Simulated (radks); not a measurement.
Problem. The table gives one normalised radial function P(r) = r R(r) of Cd4+ in [Kr] 4d8 (r in bohr). Method: scalar-relativistic Kohn-Sham, PBEsol, spin-polarised, spherical densities, point nucleus; open shells are filled with parallel spins first (spin-orbit coupling, left out, can overturn this in heavy ions); computed with a radial shooting solver on a logarithmic mesh with Libxc functionals.

r	P
0.002775	0.1182
0.004207	0.1618
0.006377	0.2122
0.009666	0.2595
0.01477	0.2802
0.02239	0.2319
0.03394	0.0689
0.05145	-0.2065
0.07799	-0.4443
0.1182	-0.3292
0.1807	0.2789
0.2739	0.7047
0.4151	0.0697
0.6293	-1.0404
0.954	-1.1362
1.458	-0.4402
2.21	-0.0609
3.35	-0.0021
5.078	0.0000

Which n and l does it have? It may be an empty orbital.

Solution. n = 4, l = 0: the number of nodes gives n - l - 1 = 3, the rise at small r (about r^(l+1), flatter next to the nucleus through relativity) gives l, and the extent must fit the shell. The curve is that of 4s up; the table hardly tells the two spins apart. 4s up: eigenvalue -160.14 eV, 3 radial nodes at r = 0.0382, 0.153, 0.426 bohr, <r> = 0.871 bohr, 90 % of the charge inside 1.26 bohr.
